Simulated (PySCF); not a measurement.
NICS in one family of compounds.

NICS = −σ at a ghost point: NICS(0) at the centroid of the ring atoms, NICS(1) 1 Å to either side along the normal of their mean plane, zz for the tensor component along that normal. Level: GIAO PBE0/pcSseg-1 (PySCF, non-relativistic, gas phase) on the GFN2-xTB geometries, one conformer each. Atom numbers follow the mapped SMILES.

**Question.** Order these rings by mean NICS(1)zz, lowest (most negative) first (ppm).
A. ring C3–N4–C5–C6–C7–P8 in `[CH3:1][S:2][c:3]1[n:4][cH:5][cH:6][cH:7][p:8]1`
B. ring C4–C5–C6–P7–C8–N9 in `[CH3:1][C:2](=[O:3])[c:4]1[cH:5][cH:6][p:7][cH:8][n:9]1`
C. ring C1–C2–N3–C4–P8–C9 in `[cH:1]1[cH:2][n:3][c:4]([CH:5]2[CH2:6][CH2:7]2)[p:8][cH:9]1`

**Answer.** B (-25.8), C (-23.7), A (-20.7).

```json
{"SMILES": "CC(=O)c1ccpcn1", "ring": "6-membered ring with N and P; formal bonds all aromatic", "NICS(0)": "-6.2", "NICS(1)": "-10.7", "NICS(1)zz": "-25.8", "HOMA": "0.88", "rms pucker (Å)": "0.00", "ring atoms with four or more neighbours": "0"}
{"SMILES": "c1cnc(C2CC2)pc1", "ring": "6-membered ring with N and P; formal bonds all aromatic", "NICS(0)": "-5.8", "NICS(1)": "-9.9", "NICS(1)zz": "-23.7", "HOMA": "0.86", "rms pucker (Å)": "0.00", "ring atoms with four or more neighbours": "0"}
{"SMILES": "CSc1ncccp1", "ring": "6-membered ring with N and P; formal bonds all aromatic", "NICS(0)": "-4.6", "NICS(1)": "-8.8", "NICS(1)zz": "-20.7", "HOMA": "0.86", "rms pucker (Å)": "0.00", "ring atoms with four or more neighbours": "0"}
```

NICS(0) gives the same order. The isotropic NICS(1) gives the same order. HOMA uses Krygowski's 1993 parameters. NICS(1) and NICS(1)zz are means over the two faces.
